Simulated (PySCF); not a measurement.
A structure optimised at r2SCAN-D4/def2-SVP, used in a PySCF frequency run:

```
W
O 1 1.7164
O 1 1.7164 2 107.67
O 1 1.8890 2 108.96 3 118.95
H 4 0.9662 1 128.12 2 -121.06
O 1 1.8890 2 109.73 3 -118.46
H 6 0.9662 1 128.12 2 -3.40
```
Charge 0, spin multiplicity 1.

Q: Write its SMILES, formula and point group.

A: [O]=[W](=[O])([OH])[OH], H2O4W, C2

Q: What are its rotational constants (standard atomic weights)?

A: 3.7908, 3.3510, 3.1608 GHz
